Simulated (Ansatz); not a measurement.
Consider the ligand exchange at the Si–O bond: `CC[SiH2]O[SiH3]` + `[AsH3]` → `[SiH3][AsH2]` + `CC[SiH2]O`.

Calculated with Ansatz (gas phase, PBE0-D4/def2-TZVP geometries, no zero-point term in ΔE). CBS: MP2 limit from def2 TZ/QZ plus the TZ coupled-cluster correction, frozen cores. DFT in def2-TZVPP. For As outer-core shells are correlated without core-valence functions, which leaves a few kJ/mol of doubt a bond. Scalar relativity is left out up to krypton. Each species was taken in one conformer, which may not be the lowest.

| level | ΔE (kcal/mol) |
| --- | --- |
| ωB97M-V | 18.3 |
| PBE | 13.0 |
| SCS-MP2/def2-TZVPP | 20.0 |
| MP2/CBS(def2) | 18.1 |

What does CCSD(T)/CBS give? (An estimate is asked.)

Computed: +18.1 kcal/mol. The listed levels differ from it by 0.2, -5.1, 1.9, 0.0 kcal/mol.

Largest T1 diagnostic among the species: 0.011.

In def2-TZVPP, CCSD(T) changes the Hartree–Fock value by −5.0 kcal/mol (the triples alone add −0.8 kcal/mol) and MP2 by −5.0 kcal/mol. The D4 term adds +0.9 kcal/mol with B3LYP and +0.6 kcal/mol with PBE0; it sums over pairs of atoms, weighted by their polarisabilities, and B3LYP, whose exchange is more repulsive, gets the larger term. From PBE to PBE0 (25 % exact exchange), in def2-TZVPP and without D4, ΔE moves by +1.5 kcal/mol.

B3LYP here is the variant with VWN-RPA as its local correlation; programs differ in this.
